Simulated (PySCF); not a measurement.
Spinor energies of Ag⁴⁴⁺ (silver, charge +44)

Start: [He] 2s1; 2s1/2 filled at m_j = +1/2. Calculated with PySCF 2.14 in an uncontracted even-tempered set (17 s from 23 bohr⁻², ratio 2.4; 12 p from 30 bohr⁻², ratio 2.4; 5 d from 92 bohr⁻², ratio 2.6; 4 f from 140 bohr⁻², ratio 2.6): generalised Hartree-Fock with the X2C-1e Hamiltonian and a Gaussian nucleus; one run each with spin-orbit coupling (SO) switched off, then screened by Boettger's factors.

```json
{"spinor shell": "1s1/2", "electrons": "2", "ε, spin-free (eV)": "-29881.5", "ε, screened SO (eV)": "-29881.5", "weight of nominal j (screened SO)": "1.000", "rms radius, screened SO (bohr)": "0.0354"}
{"spinor shell": "2s1/2", "electrons": "1", "ε, spin-free (eV)": "-7276.6", "ε, screened SO (eV)": "-7276.6", "weight of nominal j (screened SO)": "1.000", "rms radius, screened SO (bohr)": "0.136"}
```

```tsv
quantity	spin-free	screened SO
E (hartree)	-2514.08396	-2514.08396
M_J	1/2	1/2
⟨J²⟩	0.750	0.750
⟨L²⟩	0.000	0.000
⟨S²⟩	0.750	0.750
```

Each row is a mean over spinors that exchange with the open shell spreads, by up to 32.190 eV (1s1/2).

Breit and QED terms are absent; they matter most for the inner s and p1/2 levels.

Densities and radii are taken from the X2C orbitals without a picture-change correction, which distorts them close to the nucleus.

Without spin-orbit coupling the j labels of p, d and f shells carry no meaning; the spin-free column gives the mean over the occupied spinors of each nl shell.
